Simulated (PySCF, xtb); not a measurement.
W(NH)2(F)(Br) (BrFH2N2W), SMILES [F][W](=[NH])([Br])=[NH], multiplicity 1.

Harmonic wavenumbers (cm⁻¹) from xtb with GFN2-xTB at its own minimum, in rising order: 119, 146, 173, 197, 228, 244, 397, 527, 625, 651, 673, 870, 902, 3320, 3328.

**Question.** What does B3LYP-D3(BJ)/def2-SVP run with PySCF give at its own minimum? (Estimate from the structure and the level; the computed values follow.)

**Answer.** 123, 163, 207, 245, 274, 310, 428, 619, 630, 685, 733, 991, 1032, 3614, 3618. Paired by order, the mean absolute difference is 85 cm⁻¹ and the zero-point energies are 17.7 and 19.5 kcal/mol.
